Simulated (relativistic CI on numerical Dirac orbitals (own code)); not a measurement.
Cr6+ in a cubic cluster: L2,3 absorption with charge transfer

Computed with a charge-transfer multiplet model of a cubic metal-ligand cluster with up to 2 ligand holes, Slater and spin-orbit integrals from Dirac-Coulomb-Breit ions, Slater integrals scaled by 0.7. The ground state mixes d0 with configurations of k ligand holes L, whose averages lie at kΔ + k(k − 1)U_dd/2; a core hole lowers each added d electron by U_cd. 300 K, Lorentzian 0.4 eV and Gaussian 0.3 eV FWHM.

Atomic integrals in eV (Slater integrals scaled, ζ unscaled), ground: F2dd 8.205, F4dd 5.167, zeta_d 0.039; with the core hole: F2dd 8.205, F4dd 5.167, zeta_d 0.067, zeta_core 5.615, F2cd 6.030, G1cd 4.759, G3cd 2.711. Where a configuration has fewer than two d electrons, the dd integrals are those of d2.

Cluster parameters (eV): U_dd = 6.5, U_cd = 8.3, 10Dq = 2.15, 10Dq(ligand) = 0.5, V(eg) = 2.2, V(t2g) = -1.12, final-state hopping factor = 1.

```
       Case   n_d    d0   d1L  d2L2     S
Δ = -2.3 eV  1.04  0.18  0.60  0.22  0.00
Δ = -1.3 eV  0.95  0.23  0.59  0.18  0.00
Δ = -0.3 eV  0.86  0.28  0.57  0.15  0.00
```

Weights, n_d and S are thermal averages at 300 K. Photon energies count from the first peak over 30 % of the highest in each spectrum, which can be another peak from case to case. The parameters are a model scan and need not match a compound or its usual spin state. Peaks in eV (height, largest 100):
- Δ = -2.3 eV: 0.0 (36), 2.8 (71), 4.1 (47), 8.5 (66), 11.3 (100)
- Δ = -1.3 eV: 0.0 (35), 2.9 (72), 4.2 (40), 8.5 (65), 11.3 (100)
- Δ = -0.3 eV: 0.0 (33), 3.0 (70), 4.3 (32), 7.0 (6), 8.6 (63), 11.3 (100)

A d0 ion has no d-d gap: its lowest excitations are ligand-to-metal charge transfer. With the core hole the configuration with one ligand hole lies at Δ + U_dd − U_cd = -4.1, -3.1, -2.1 eV from the one without, in the order of the table; where this is negative the screened configuration lies lower, though the effective hopping of about 4.9 eV (from the holes of the mixed ground state) mixes the two strongly wherever it is as large as the gap.

With at most 2 ligand holes the space is cut while the next configuration still counts, so covalency is underestimated, and a final configuration with one more ligand hole, which can lie low, is missing from the spectra.
